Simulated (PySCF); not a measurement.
- GFN2-xTB structure
- PBE0/pcSseg-1 with gauge-including orbitals
- program: PySCF 2.14.0 with density-fitted response routines
- equivalent nuclei averaged, single conformer, relativity neglected, no solvent model

Scale: 1H (σref 31.72) and 13C (σref 186.93) vs TMS (reference shieldings calculated alike). Shifts are as computed. Against solution values, carbons near 30 ppm lie about +3 ppm off and those near 130 ppm about +5 ppm; carbons on Cl a further +6 ppm (rms about the fit 2.1 ppm; single classes can miss by 10 ppm). Of 1328 compounds with measured shifts, 309 miss one by over three times the rms of a fit or turn the order of signals round; such compounds aren't used in these exercises. Signals without a measured value on file couldn't be tested in this way; 1H shifts scatter by 0.2 ppm about their fit, and single ones miss by 0.5 ppm. Carbons bonded to Cl come out too deshielded. OH and NH positions are gas-phase values without hydrogen bonding to other molecules.

Problem. Order these molecules by the shift of their most deshielded carbon-bound hydrogen, lowest δ first.
A. CN[SiH2][SiH3]
B. C=C(Cl)/C(C)=C/C
C. C[SiH2]/C=C/[SiH3]
D. Cl[C@@]12CCC[C@@H]1C2

Solution. D (2.18 ppm, hydrogen on an sp3 CH2 in a ring), A (2.76 ppm, hydrogen on a methyl carbon bonded to N), B (6.70 ppm, hydrogen on an alkene CH), C (7.20 ppm, hydrogen on an alkene CH).

Problem. Order these molecules by the shift of their most shielded carbon, lowest δ first.
A. C=C(Cl)/C(C)=C/C
B. CN[SiH2][SiH3]
C. C[SiH2]/C=C/[SiH3]

Solution. C (-5.2 ppm, methyl carbon bonded to Si), A (15.9 ppm, allylic methyl carbon), B (34.2 ppm, methyl carbon bonded to N).

Problem. How many 13C and 1H signals does each give (equivalence by symmetry and fast rotation, but not about amide C–N or C=N bonds)? `C=C(Cl)/C(C)=C/C`, `Cl[C@@]12CCC[C@@H]1C2`, `C[SiH2]/C=C/[SiH3]`, `CN[SiH2][SiH3]`, `C=C/C(=C\C)CCl`, `C=CO[SiH2]CCl`

Solution. C=C(Cl)/C(C)=C/C: 6 C, 5 H; Cl[C@@]12CCC[C@@H]1C2: 6 C, 9 H; C[SiH2]/C=C/[SiH3]: 3 C, 5 H; CN[SiH2][SiH3]: 1 C, 4 H; C=C/C(=C\C)CCl: 6 C, 6 H; C=CO[SiH2]CCl: 3 C, 5 H.
